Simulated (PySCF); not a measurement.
Computed IR spectrum (relative IR intensity) of a molecule C3H6FNSi. Geometry optimised at ωB97X-D3(BJ)/def2-SVP. Other conformers were not sampled. Calculation: PySCF 2.14.0 with ωB97X-D3(BJ)/def2-SVP. Frequencies are harmonic and unscaled.

Lines under 2 % of the strongest are left out, and lines within 2 cm⁻¹ are merged.

| ν (cm⁻¹) | relative intensity |
|---|---|
| 184 | 2.5 |
| 219 | 6.3 |
| 255 | 16 |
| 312 | 5.8 |
| 445 | 4.9 |
| 514 | 11 |
| 623 | 5.7 |
| 706 | 16 |
| 738 | 17 |
| 759 | 10 |
| 768 | 22 |
| 859 | 11 |
| 892 | 79 |
| 916 | 100 |
| 957 | 34 |
| 974 | 40 |
| 1129 | 2.1 |
| 1192 | 6.1 |
| 1198 | 3.0 |
| 1638 | 13 |
| 2258 | 2.4 |
| 2286 | 30 |
| 2294 | 61 |
| 3484 | 31 |
| 3626 | 3.0 |

Question: Pick the molecule that these values belong to.
A. CC1=NC[Si@H]1F
B. F[C@H]1C[SiH2]C=N1
C. C#CCN[SiH2]F
D. C#C[C@H](N)[SiH2]F

Answer: D, C#C[C@H](N)[SiH2]F
